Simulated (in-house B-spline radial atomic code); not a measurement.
A run on Ge that did not converge. Method: non-relativistic RPBE, spin-polarised, spherical fractional occupations, point nucleus; computed with a B-spline radial code for spherical atoms.

Command:
```bash
python run_scf.py task.json out
```
Settings:
```
Z                32
configuration    [Ar] 3d10 4s1.625 4p2 4f0.375
hamiltonian      nr
method           rpbe,pbe
spin_polarised   True
```

First and last ten iterations of the last attempt (damped for 15 steps, keeping 80 % of the old Fock matrix, then DIIS):
```
 iter        energy (Eh)    residual
    1       -2075.961866    4.14e-01
    2       -2076.290775    1.37e-01
    3       -2076.600896    7.02e-02
    4       -2076.688512    4.47e-02
    5       -2076.712096    3.13e-02
    6       -2076.718620    2.25e-02
    7       -2076.720646    1.65e-02
    8       -2076.721409    1.23e-02
    9       -2076.721764    9.19e-03
   10       -2076.721956    6.93e-03
  111       -2076.722325    8.90e-05
  112       -2076.722341    3.23e-05
  113       -2076.722344    2.33e-05
  114       -2076.722345    2.53e-05
  115       -2076.722343    2.78e-05
  116       -2076.722339    3.04e-05
  117       -2076.722335    4.27e-05
  118       -2076.722340    3.06e-05
  119       -2076.722343    2.50e-05
  120       -2076.722340    3.04e-05
 not converged after 120 iterations
```

The smallest residual met was 1.1e-05; the threshold is about 3e-07. Over the last five steps the energy moves by less than 2e-05 hartree, but the orbitals didn't meet the threshold. Cost of the run: 4.7 s on 1 thread of Intel(R) Xeon(R) Platinum 8259CL CPU @ 2.50GHz (shared host).
